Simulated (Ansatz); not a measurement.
Mulliken charges of `[NH2][Mo](=[O])(=[O])[Cl]` from B3LYP/def2-TZVPP in Ansatz (PBE0-D4/def2-TZVP geometry).

```
atom   x (Å)   y (Å)   z (Å)  charge (e)
  N1  -0.673   0.700   0.675      -0.498
 Mo2   0.430  -0.478  -0.351       1.445
  O3   1.968  -0.472   0.309      -0.500
  O4  -0.233  -2.014  -0.288      -0.500
 Cl5   0.523   0.223  -2.504      -0.314
  H6  -0.308   1.455   1.238       0.183
  H7  -1.646   0.518   0.875       0.183
```

**Question.** By hand: the dipole of these point charges (1 e Å = 4.8032 D).

**Answer.** Σ q r = (-0.433, 0.495, 0.319) e Å, of length 0.731 e Å = 3.51 D.

**Question.** How does the dipole of the full density compare? (An estimate is asked.)

**Answer.** Ansatz gave: (-0.476, 0.542, 0.357) e Å, 3.87 D; the point charges give 0.91 times that, at 0° from its direction.

Point charges leave out the atoms' own dipoles, such as those of lone pairs, and Mulliken's split depends on the basis, so the close match here is no proof of good charges.

B3LYP here is the variant with VWN-RPA as its local correlation; programs differ in this.
